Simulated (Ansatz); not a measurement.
`[CH3][GeH]([F])[Br]` → `F[CH2][GeH2][Br]`  (isomerisation)

Isolated molecules relaxed with PBE0-D4/def2-TZVP in Ansatz; ΔE leaves out vibrations. CCSD(T)/CBS adds triple-zeta CCSD(T) − MP2 to the extrapolated MP2 energy (def2 sets, frozen cores). Functionals use def2-TZVPP. For Br, Ge outer-core shells are correlated without core-valence functions, which leaves a few kJ/mol of doubt a bond. Scalar relativity is left out up to krypton. Each species was taken in one conformer, which may not be the lowest.

```json
{"level": "LDA (SPW92)", "ΔE (kcal/mol)": "40.7", "difference from CCSD(T)/CBS": "-3.8"}
{"level": "PBE0-D4", "ΔE (kcal/mol)": "42.5", "difference from CCSD(T)/CBS": "-2.0"}
{"level": "CAM-B3LYP-D4", "ΔE (kcal/mol)": "43.0", "difference from CCSD(T)/CBS": "-1.5"}
{"level": "ωB97M-V", "ΔE (kcal/mol)": "43.4", "difference from CCSD(T)/CBS": "-1.1"}
{"level": "revPBE", "ΔE (kcal/mol)": "41.4", "difference from CCSD(T)/CBS": "-3.1"}
{"level": "BHLYP", "ΔE (kcal/mol)": "43.5", "difference from CCSD(T)/CBS": "-1.0"}
{"level": "CCSD/def2-SVP", "ΔE (kcal/mol)": "42.5", "difference from CCSD(T)/CBS": "-2.0"}
{"level": "CCSD(T)/def2-SVP", "ΔE (kcal/mol)": "42.5", "difference from CCSD(T)/CBS": "-2.0"}
{"level": "SCS-MP2/def2-TZVPP", "ΔE (kcal/mol)": "45.5", "difference from CCSD(T)/CBS": "1.0"}
{"level": "CCSD/CBS(def2)", "ΔE (kcal/mol)": "44.4", "difference from CCSD(T)/CBS": "-0.1"}
{"level": "CCSD(T)/CBS", "ΔE (kcal/mol)": "44.5", "difference from CCSD(T)/CBS": "0"}
```

(1) What do rigid-rotor, harmonic-oscillator terms from PBE0-D4/def2-TZVP frequencies (298.15 K, 1 bar) make of the CCSD(T)/CBS value? (Best estimate.)

Largest T1 diagnostic among the species: 0.010.

## Answers

(1) Computed: ΔZPE = -0.9 kcal/mol, ΔH = +43.5 kcal/mol, ΔS = 1 J/(mol·K), ΔG = +43.4 kcal/mol.

From PBE to PBE0 (25 % exact exchange), in def2-TZVPP and without D4, ΔE moves by +0.9 kcal/mol. At CCSD(T), def2-SVP lies −2.0 kcal/mol from the extrapolated value and def2-TZVPP −0.3 kcal/mol.
